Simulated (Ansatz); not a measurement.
`O[Si](F)([SiH3])Cl` and `B[Si](O)([SiH3])Cl` differ in one atom or group.

Ansatz, PBE0-D4/def2-TZVP geometries, multiplicity 1. Each molecule was computed in one conformer, which needn't be the lowest.

```
                                          property  `O[Si](F)([SiH3])Cl`
             LUMO energy (ωB97M-V/def2-TZVPP) / eV                  1.64
               HOMO energy (B3LYP/def2-TZVPP) / eV                 -8.53
               LUMO energy (B3LYP/def2-TZVPP) / eV                 -0.33
size of the dipole moment (ωB97M-V/def2-TZVPP) / D                  1.03
                LUMO energy (PBE0/def2-TZVPP) / eV                 -0.15
             HOMO–LUMO gap (B3LYP/def2-TZVPP) / eV                  8.20
```

Q: What does the change do to each property? (Estimate.)

A: Ansatz gave: 
```
                                          property  `B[Si](O)([SiH3])Cl`  shift
             LUMO energy (ωB97M-V/def2-TZVPP) / eV                  0.70  -0.94
               HOMO energy (B3LYP/def2-TZVPP) / eV                 -7.46   1.07
               LUMO energy (B3LYP/def2-TZVPP) / eV                 -1.33  -1.00
size of the dipole moment (ωB97M-V/def2-TZVPP) / D                  2.67   1.64
                LUMO energy (PBE0/def2-TZVPP) / eV                 -1.14  -0.99
             HOMO–LUMO gap (B3LYP/def2-TZVPP) / eV                  6.12  -2.08
```

With PBE0 the HOMO rises by 1.09 eV and the LUMO falls by 0.99 eV, so the gap narrows by about 2.08 eV. PBE moves the HOMO by 0.99 eV and ωB97M-V by 1.11 eV. Dipoles are sizes alone; their direction can turn.

B3LYP here is the variant with VWN-RPA as its local correlation; programs differ in this.
